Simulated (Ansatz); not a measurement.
SnPt2⁺. Charge 1, multiplicity 2. Geometry r2SCAN-D4/def2-TZVP; atoms count from 1.

```xyz
3

Pt    0.474    0.729    2.211
Pt   -0.474   -0.729   -2.211
Sn    0.000    0.000    0.000
```

In the def2 sets Pt, Sn take a core potential; there is no spin–orbit coupling. Another isomer (doublet) lies 0.96 eV lower at PBE0-D4/def2-TZVP; other spin states weren't run for this one.

(1) Estimate the Mulliken populations from the PBE0/def2-TZVP orbitals of Ansatz.

(2) Where does the spin sit?

(3) And the Mayer bond orders between heavy atoms (over 0.3)?

## Answers

(1) 
| atom | charge (e) | spin (α − β) | d electrons |
| --- | --- | --- | --- |
| Pt1 | 0.34 | 0.39 | 9.21 |
| Pt2 | 0.34 | 0.39 | 9.21 |
| Sn3 | 0.32 | 0.21 | – |
Mulliken values depend strongly on the basis.

(2) Summed by element: Pt 0.79, Sn 0.21, of 1 unpaired in all. Largest on single atoms: Pt1 0.39, Pt2 0.39, Sn3 0.21.

(3) Pt1–Sn3 1.47 (2.38 Å); Pt2–Sn3 1.47 (2.38 Å).
